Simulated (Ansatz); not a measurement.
Relaxation of a periodic cell of 30 atoms, H2CS2 (contents 6 H2 + 6 CS2, density as packed 1.11 g/cm³ with natural masses), to a largest force component of 0.3 eV/Å in at most 15 steps.

Theory: DFT PBE-D3(BJ), scalar-relativistic, plane waves, PAW in Ansatz 0.2.0. Settings: cutoff 420 eV, k mesh 1x1x1, fermi-dirac smearing 0.05 eV, no spin polarisation.

```xyz
30
Lattice="8.8875 0.0000 0.0000 0.0000 8.8875 0.0000 0.0000 0.0000 8.8875" Properties=species:S:1:pos:R:3
H 0.665 7.776 3.654
H 0.059 7.806 3.235
H 5.491 1.029 6.336
H 6.112 1.426 6.340
H 2.106 2.634 1.084
H 2.095 2.465 0.367
H 8.196 2.679 6.561
H 8.529 3.329 6.462
H 5.561 8.099 4.278
H 6.238 8.278 4.508
H 7.940 6.811 8.789
H 8.362 6.934 8.197
S 3.270 4.774 2.057
C 2.965 4.827 0.527
S 2.660 4.880 -1.004
S 4.536 7.724 1.642
C 5.012 7.747 0.156
S 5.488 7.769 -1.331
S 4.453 1.955 2.955
C 4.416 1.953 1.395
S 4.380 1.951 -0.166
S 6.230 4.331 6.485
C 6.196 5.000 5.075
S 6.161 5.669 3.665
S 2.157 8.354 7.789
C 2.394 8.473 6.251
S 2.631 8.591 4.713
S 7.992 2.774 3.343
C 7.450 3.536 2.093
S 6.908 4.297 0.842
```

Q: Where does it end, and by what steps?

A: The run converged. The threshold is loose, so the end isn't yet a minimum. The force dipped under the threshold on the way, but the program's further checks kept it going. Limits of this set-up: coarse k mesh. After 15 steps the energy has fallen by 2.048 eV; S22 moved furthest, 1.48 Å.

```
step  energy less start (eV)  largest force component (eV/Å)  accepted
   0                  0.0000                           0.692       yes
   1                 -0.6632                           0.302       yes
   2                 -1.0837                           0.507       yes
   3                 -1.3529                           0.776       yes
   4                 -1.4912                           0.549       yes
   5                 -1.6060                           0.298       yes
   6                 -1.6060                           0.298       yes
   7                 -1.6817                           0.427       yes
   8                 -1.7504                           0.214       yes
   9                 -1.7504                           0.212       yes
  10                 -1.7923                           0.576       yes
  11                 -1.8273                           0.664       yes
  12                 -1.8781                           0.718       yes
  13                 -1.9369                           0.622       yes
  14                 -1.9903                           0.325       yes
  15                 -2.0481                           0.243       yes
```

```xyz
30
Lattice="8.8875 0.0000 0.0000 0.0000 8.8875 0.0000 0.0000 0.0000 8.8875" Properties=species:S:1:pos:R:3
H 0.369 7.996 3.039
H -0.206 8.184 2.588
H 5.175 1.450 6.003
H 5.173 2.195 5.932
H 1.493 1.361 1.406
H 1.458 1.640 0.707
H 8.327 1.685 6.960
H 8.588 2.384 7.068
H 6.348 8.730 4.254
H 6.898 9.172 4.521
H 8.392 6.746 9.478
H 8.611 6.953 8.787
S 2.367 5.303 1.559
C 1.956 5.014 0.080
S 1.536 4.722 -1.401
S 5.305 7.782 1.496
C 5.661 7.883 -0.020
S 6.021 7.973 -1.536
S 4.359 2.387 3.080
C 4.399 2.365 1.518
S 4.433 2.330 -0.044
S 4.837 4.774 6.265
C 5.810 5.262 5.139
S 6.777 5.771 4.024
S 2.105 8.685 7.324
C 2.557 8.134 5.935
S 3.021 7.583 4.546
S 8.901 2.695 3.900
C 8.296 3.129 2.526
S 7.689 3.582 1.162
```

Whether the end is a true minimum wasn't checked by a vibrational analysis.

The run took 66 s on 1 thread of Arm Neoverse V2, with other jobs on the host, peak memory 0.58 GiB.
